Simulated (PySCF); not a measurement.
**Spinor energies of Pt (platinum, neutral)**

Start: [Xe] 4f14 5d9 6p1; 5d3/2 filled at m_j = -3/2, -1/2, +1/2, +3/2; 5d5/2 filled at m_j = -3/2, -1/2, +1/2, +3/2, +5/2; 6p3/2 filled at m_j = +3/2. Calculated with PySCF 2.14 in x2c-TZVPall-2c with one added diffuse shell each of s, p, d type (12s12p11d2f, 117 functions): generalised Hartree-Fock with the X2C-1e Hamiltonian and a Gaussian nucleus; spin-orbit coupling (SO) screened by Boettger's factors. This is a chosen level, not necessarily the ground level.

```csv
spinor shell,electrons,"ε, screened SO (eV)",weight of nominal j (screened SO),"rms radius, screened SO (bohr)"
1s1/2,2,-78807.4,1.000,0.0194
2s1/2,2,-13994.5,1.000,0.0782
2p1/2,2,-13390.1,1.000,0.0663
2p3/2,4,-11655.5,1.000,0.0741
3s1/2,2,-3357.3,1.000,0.200
3p1/2,2,-3086.8,1.000,0.191
3p3/2,4,-2699.6,1.000,0.207
3d3/2,4,-2254.5,1.000,0.182
3d5/2,6,-2171.4,1.000,0.186
4s1/2,2,-760.66,1.000,0.441
4p1/2,2,-644.81,1.000,0.447
4p3/2,4,-551.31,1.000,0.480
4d3/2,4,-361.31,1.000,0.496
4d5/2,6,-343.14,1.000,0.508
5s1/2,2,-124.51,1.000,1.02
4f5/2,6,-97.732,0.999,0.564
4f7/2,8,-94.167,1.000,0.565
5p1/2,2,-86.060,0.999,1.12
5p3/2,4,-68.932,0.999,1.21
5d3/2,4,-16.755,0.911,1.69
5d5/2,5,-14.150,0.750,2.07
6p3/2,1,-4.675,1.000,4.58
```

```
   quantity   screened SO
E (hartree)  -18426.51254
        M_J             4
       ⟨J²⟩        28.245
       ⟨L²⟩        14.772
       ⟨S²⟩         4.506
```

The determinant has a definite M_J but mixes levels of different J.

Each row is a mean over spinors that exchange with the open shell spreads, by up to 4.377 eV (5p3/2).

Rows whose weight is well below 1 are mixtures of j = l ± 1/2: exchange outweighs spin-orbit coupling there, and the label is only the starting occupation.

Breit and QED terms are absent; they matter most for the inner s and p1/2 levels.

Densities and radii are taken from the X2C orbitals without a picture-change correction, which distorts them close to the nucleus.
